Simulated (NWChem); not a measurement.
CH$_{2}$Cl$_{2}$O$_{2}$Si; SMILES O=CO[SiH](Cl)Cl

```xyz
8

O      1.0650    -2.0251     0.0000
C     -0.1158    -2.1861     0.0000
O     -1.0266    -1.1965     0.0000
Si    -0.6876     0.4552     0.0000
Cl     0.3515     0.9691     1.6785
Cl     0.3515     0.9691    -1.6785
H     -0.6255    -3.1716     0.0000
H     -2.0100     1.1021     0.0000
```
Atoms are numbered in this order, from 1.

Computed with NWChem. Geometry: optimised at PBE0/def2-SVP. GIAO values for the isolated, static molecule; σ is the absolute isotropic shielding, δ = σ(reference) − σ with the isolated reference molecule computed at the same levels (13C: tetramethylsilane, 1H: tetramethylsilane, 17O: water, 29Si: tetramethylsilane).

Problem. Estimate the computed values for KT2/pcSseg-1. Quantities: δ O1 (ppm); δ C2 (ppm); δ O3 (ppm); δ Si4 (ppm); σ Cl5 (ppm); δ H7 (ppm); δ H8 (ppm).

Solution. 
```json
{
  "δ O1 (ppm)": "460.7",
  "δ C2 (ppm)": "150.2",
  "δ O3 (ppm)": "256.4",
  "δ Si4 (ppm)": "-7.8",
  "σ Cl5 (ppm)": "809.7",
  "δ H7 (ppm)": "7.71",
  "δ H8 (ppm)": "5.72"
}
```
